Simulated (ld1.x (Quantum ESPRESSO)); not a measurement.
Before and after: RRKJ potential for gallium

```json
{"Element": "Ga", "Generator": "ld1.x (Quantum ESPRESSO) 7.5", "Type": "norm-conserving RRKJ (Kleinman–Bylander form)", "Functional": "PBE", "Relativity": "scalar-relativistic", "Frozen core": "[Ar]", "Valence charge": "13", "Reference configuration": "3d10 4s1 4p0 (charge +2)", "Partial waves": "4p (bound, empty): rc 2.30 bohr; 3d (bound): rc 1.30 bohr; 4s (bound): rc 1.60 bohr", "Local potential": "the s channel", "Core correction": "none"}
```

Change: functional LDA (PZ).

Cutoffs: the cutoffs (Ry, on a coarse ladder) from which the occupation-weighted sum of valence levels, in a spherical-Bessel basis at the reference potential, stays within 10 and 1 mRy of its value at 400 Ry; they do not see the model core or the augmentation charge, which bear on the density cutoff. Errors are all-electron minus pseudo energies relative to the spin-unpolarised reference configuration.

Problem. What does the change do?

Solution. The potential gets neither clearly harder nor softer (140 Ry and 200 Ry → 140 Ry and 200 Ry); the number of tests with a reliable result goes from 7 to 9; of the 7 tests that both files solve, the error grows in 1 and shrinks in 4 by more than 15 % and 0.3 meV (median size 47.7 → 18.4 meV); neither file shows a bound ghost.

```csv
quantity,base,changed
"cutoff, loose",140 Ry,140 Ry
"cutoff, tight",200 Ry,200 Ry
bound ghosts,none,none
"error for 3d10 4s2 4p1, meV [ΔE -26.82 → -27.39 eV]",+45,+18
"error for 3d10 4s2 4p0, meV [ΔE -21.13 → -21.50 eV]",+26,+11
"error for 3d10 4s0 4p0, meV [ΔE 31.27 → 31.60 eV]",+48,+13
"error for 3d10 4s1 4p1, meV [ΔE -13.76 → -14.05 eV]",+15,+5.6
"error for 3d9 4s2 4p2, meV [ΔE -6.50 → -6.99 eV]",-451,-484
"error for 3d9 4s0 4p0, meV [ΔE 95.15 → 95.82 eV]",-292,-338
"error for 3d9 4s2 4p1, meV [ΔE 0.88 → 0.57 eV]",-415,-436
s: phases at 2.52 bohr within 0.05 rad from the reference energy up to (Ry; the scan ends near 5),1.4,1.4
p: phases at 2.52 bohr within 0.05 rad from the reference energy up to (Ry; the scan ends near 5),3.9,3.6
d: phases at 2.52 bohr within 0.05 rad from the reference energy up to (Ry; the scan ends near 5),-0.9,-1.0
```
